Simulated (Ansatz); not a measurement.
SnHMe2(OAc) (C4H10O2Sn). The state is a singlet with charge 0. Geometry PBE-D4/def2-SVP.

```xyz
17

Sn   -0.8016   -0.1210   -0.8643
H    -1.0741   -1.6765   -1.5694
C    -2.6633    0.7770   -0.2089
H    -2.4518    1.7291    0.3144
H    -3.1867    0.0916    0.4844
H    -3.3154    0.9786   -1.0813
C     0.4199    1.2780   -1.9638
H     1.2928    0.7458   -2.3834
H     0.7690    2.0621   -1.2635
H    -0.1736    1.7511   -2.7706
O    -0.0043   -0.3801    1.0970
C     1.1729   -0.9363    0.8959
C     1.9693   -1.2280    2.1479
O     1.5834   -1.1936   -0.2457
H     2.9307   -1.7048    1.8902
H     1.3838   -1.8875    2.8186
H     2.1491   -0.2854    2.7023
```

In the def2 sets Sn takes a core potential; there is no spin–orbit coupling.

(1) Estimate the orbital energies around the gap (eV) in Ansatz with PBE-D4/def2-TZVPD, r2SCAN-D4/def2-TZVP, PBE0-D4/def2-SVP, PBE0-D4/def2-TZVP, r2SCAN0-D4/def2-TZVP.

Answers

(1) 
```tsv
orbital	PBE-D4/def2-TZVPD	r2SCAN-D4/def2-TZVP	PBE0-D4/def2-SVP	PBE0-D4/def2-TZVP	r2SCAN0-D4/def2-TZVP
HOMO−9	-9.92	-10.29	-11.39	-11.45	-11.71
HOMO−8	-9.76	-10.13	-11.22	-11.30	-11.55
HOMO−7	-9.70	-10.06	-11.14	-11.21	-11.46
HOMO−6	-9.55	-9.91	-11.02	-11.11	-11.36
HOMO−5	-9.20	-9.54	-10.64	-10.73	-10.97
HOMO−4	-7.60	-7.88	-8.93	-9.03	-9.25
HOMO−3	-7.42	-7.68	-8.64	-8.71	-8.92
HOMO−2	-7.13	-7.38	-8.36	-8.48	-8.69
HOMO−1	-6.96	-7.20	-8.18	-8.25	-8.44
HOMO	-6.16	-6.42	-7.52	-7.63	-7.84
LUMO	-0.99	-0.54	0.29	0.01	0.23
LUMO+1	-0.89	-0.48	0.51	0.18	0.44
LUMO+2	-0.67	-0.13	0.72	0.45	0.64
LUMO+3	-0.33	0.83	1.70	0.92	1.32
LUMO+4	-0.05	1.22	2.06	1.39	1.81
LUMO+5	0.37	1.84	2.54	1.88	2.39
```
